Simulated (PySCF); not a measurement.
A structure optimised at PBE-D3(BJ)/def2-SVP, used in a PySCF frequency run:

```xyz
12

C      0.0000    -2.8361    -0.6739
C      0.0000    -2.0340     0.4205
C      0.0000    -0.6173     0.3926
C      0.0000     0.6173     0.3926
C      0.0000     2.0340     0.4205
C      0.0000     2.8361    -0.6739
H      0.0000    -3.9311    -0.5676
H      0.0000    -2.4168    -1.6916
H      0.0000    -2.5001     1.4236
H      0.0000     2.5001     1.4236
H      0.0000     2.4168    -1.6916
H      0.0000     3.9311    -0.5676
```
Charge 0, spin multiplicity 1.

Task: Write its SMILES, formula and point group.

Result: C=CC#CC=C, C₆H₆, C2v

Task: What are its rotational constants (standard atomic weights)?

Result: 17.232, 1.4145, 1.3072 GHz
